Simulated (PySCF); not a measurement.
Computed IR spectrum (relative IR intensity) of a molecule C3H6BFO2. Geometry: PBE-D3(BJ)/def2-SVP. The values are those of a single conformer. Level of theory: PBE-D3(BJ)/def2-SVP (PySCF). Frequencies are harmonic and unscaled.

| ν (cm⁻¹) | relative intensity |
|---|---|
| 378 | 4.1 |
| 436 | 8.1 |
| 631 | 44 |
| 668 | 4.0 |
| 810 | 3.8 |
| 847 | 8.8 |
| 858 | 27 |
| 889 | 20 |
| 944 | 35 |
| 1059 | 20 |
| 1074 | 55 |
| 1111 | 2.3 |
| 1140 | 50 |
| 1209 | 4.8 |
| 1342 | 8.4 |
| 1401 | 3.4 |
| 1514 | 100 |
| 2960 | 11 |
| 2979 | 2.8 |
| 3012 | 6.3 |
| 3074 | 2.7 |
| 3087 | 3.9 |
| 3711 | 26 |

Question: Which structure fits?
(A) O[C@@H]1CCOB1F
(B) FB1COCOC1
(C) C[C@@H]1COB(F)O1
(D) C[C@]1(F)OCB1O

Answer: D, C[C@]1(F)OCB1O
